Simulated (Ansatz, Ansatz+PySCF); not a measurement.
```yaml
atoms:
  - { symbol: Ni, position_ang: [0.0000, 0.0000, 0.0000] }
  - { symbol: Cl, position_ang: [0.0000, 0.0000, 2.0610] }
```

Basis set: def2-SVP (spherical functions). Frozen core: 10 orbitals. Correlation on ROHF uses semicanonical orbitals with singles. Charge 0, multiplicity 2.

Computed with Ansatz (development build ahead of 0.2.0); each method stands on the lowest determinant of its kind that the runs found. Restricted functionals stand beside restricted open-shell atoms, which can lie above the unrestricted atoms usual in DFT and then raise those values.

(1) Give the atomization energy at this shape (free ground-state atoms in the same class of orbitals less the molecule, no zero-point energy) of doublet NiCl by ωB97X (unrestricted), ωB97X (restricted open-shell), r²SCAN (unrestricted), r²SCAN (restricted open-shell), PBE0 (unrestricted), PBE (unrestricted), ROHF-MP2, UHF-MP2, UHF, ROHF.

Answers

(1)

```
                        method  atomization energy
          ωB97X (unrestricted)             3.76 eV
 ωB97X (restricted open-shell)             3.79 eV
         r²SCAN (unrestricted)             3.86 eV
r²SCAN (restricted open-shell)             3.82 eV
           PBE0 (unrestricted)             3.64 eV
            PBE (unrestricted)             3.98 eV
                      ROHF-MP2             3.49 eV
                       UHF-MP2             2.51 eV
                           UHF             1.92 eV
                          ROHF             0.77 eV
```

Caution: another spin multiplicity may lie lower. Caution for PBE0 (unrestricted): the unrestricted determinant is spin contaminated. Caution for ROHF-MP2, ROHF: an unrestricted determinant lies well below. Caution for UHF-MP2, UHF: the unrestricted determinant is a mixture of spin states.
